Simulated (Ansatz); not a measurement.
SnCl₂, relaxed as a singlet with RKS PBE-D4/def2-TZVP in Ansatz, starting from the GFN2-xTB geometry. Force threshold 0.02 eV/Å.

In the def2 sets Sn takes a core potential; there is no spin–orbit coupling.

Start:

```xyz
3

Sn    0.838    0.106    0.578
Cl   -0.018   -1.804   -0.549
Cl   -0.820    1.698   -0.029
```

Problem. Estimate the energy that the relaxation releases and the steps that it takes.

Solution. 0.2 kJ/mol, in 3 steps; 3 s on 4 threads of Arm Neoverse N1 on a shared host. No frequencies were taken in this run, so the end may be a saddle point.

Problem. Does the start keep its bonding and symmetry?

Solution. By distances, no bond broke or formed. The bond that changes most is Sn1–Cl3, from 2.38 to 2.39 Å (atoms count from 1). Point group C2v at the start, C2v at the end, both within 0.05 Å.

Problem. Predict the relaxed structure.

Solution. 
Cartesian coordinates in Å:
```
Sn 0.8460 0.1073 0.5833
Cl -0.0211 -1.8072 -0.5519
Cl -0.8248 1.6999 -0.0314
```
Bond lengths: 2 × Cl–Sn 2.39 Å.
